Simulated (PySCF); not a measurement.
# What a mistake does to a calculation on BCClH5Si

These are calculations, not measurements. They come from PySCF 2.14.0, an open-source quantum chemistry program, on an isolated molecule that a program drew, which may never have been made. The molecule is BCClH5Si (charge 0, doublet), drawn as the SMILES string `[CH2]B([SiH3])Cl`.

Each row is a Hartree-Fock (HF) and frozen-core CCSD(T) single point in the cc-pV(D+d)Z basis, meant for a local HF minimum. Run 1 is clean. Each other run has one planted mistake out of seven kinds, and not every kind appears here: one electron removed, one electron added, multiplicity raised by two, geometry at a saddle point, minimal basis STO-3G, one bond length entered in bohr, all coordinates scaled. The reference is restricted for singlets and unrestricted otherwise, and also for a bond in bohr. Adding or removing an electron swaps singlet and doublet. Electrons count all cores. HOMO and LUMO are orbital energies over both spins, the gradient is its largest component, and the lowest frequency (negative if imaginary) is given only where the gradient is small. Bond lengths are over the 8 bonds as drawn. T1 is the CCSD diagnostic: over 0.02 (restricted) or 0.045 (unrestricted) a single reference is doubtful.

Geometry of the clean run:
```xyz
9
BCClH5Si, angstrom
C     0.1850   -2.4092    0.7158
B     0.9675   -1.0913    0.7795
Si    0.3276    0.7022    0.0332
Cl    2.5708   -1.1194    1.5692
H    -0.7949   -2.4772    0.2537
H     0.5696   -3.3371    1.1280
H     0.2499    1.7042    1.1246
H     1.2828    1.1921   -0.9909
H    -1.0139    0.5821   -0.5927
```

| run | electrons | basis functions | <S^2> | HOMO (eV) | LUMO (eV) | gradient (hartree/bohr) | lowest frequency (cm^-1) | mean bond (Å) | longest bond (Å) | T1 | HF (hartree) | CCSD(T) (hartree) | mistake |
|---|---|---|---|---|---|---|---|---|---|---|---|---|---|
| 1 | 47 | 99 | 0.758 | -10.83 | 0.46 | 7.2e-06 | 61 | 1.4988 | 2.045 | 0.0153 | -813.90835 | -814.41813 | no fault |
| 2 | 46 | 99 | 0.000 | -16.35 | -8.12 | 6.7e-02 | - | 1.4988 | 2.045 | 0.0326 | -813.55667 | -814.05665 | one electron removed |
| 3 | 47 | 99 | 3.770 | -5.97 | -1.77 | 4.6e-02 | - | 1.4988 | 2.045 | 0.0286 | -813.73307 | -814.23485 | multiplicity raised by two |
| 4 | 48 | 99 | 0.000 | -2.13 | 8.61 | 6.5e-02 | - | 1.4988 | 2.045 | 0.0135 | -813.92850 | -814.48617 | ? |

**Which mistake was planted in run 4, and what did it cost?**

It counts 48 electrons, one more than the clean run, at the same geometry and basis. So the mistake is: one electron added. Subtracting run 1 and multiplying by 627.51 kcal/mol a hartree, the energy moved by -12.6 kcal/mol in HF and -42.7 kcal/mol in CCSD(T).

Cautions from the logs. Run 2: T1 is over the limit, so its CCSD(T) energy is less reliable.
